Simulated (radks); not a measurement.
Results of a calculation; reference values are marked as such.
Species: Pm I. Configuration: [Xe] 4f4 5d3 (not the ground configuration). Code: a radial shooting solver on a logarithmic mesh with Libxc functionals. Model: Dirac Kohn-Sham, PBE, spin-unpolarised, spherical densities, point nucleus; open shells fill j = l - 1/2 first.

Normalised radial functions P(r) = r R(r) (large component), r in bohr:

r	4f7/2
0.002429	0.0000
0.003292	0.0000
0.004497	0.0000
0.006094	0.0000
0.008326	0.0000
0.01128	0.0000
0.01542	0.0001
0.02089	0.0003
0.02854	0.0010
0.03868	0.0028
0.05285	0.0080
0.07162	0.0211
0.09784	0.0531
0.1326	0.1197
0.1812	0.2474
0.2455	0.4432
0.3354	0.6954
0.4546	0.9182
0.621	1.0180
0.8417	0.9407
1.15	0.7335
1.558	0.4957
2.129	0.2840
2.885	0.1429
3.942	0.0612
5.342	0.0227
7.298	0.0063
9.891	0.0013
13.51	0.0001

4f7/2 (empty): eigenvalue -4.306 eV, 0 radial nodes, <r> = 0.982 bohr, 90 % of the charge inside 1.70 bohr.
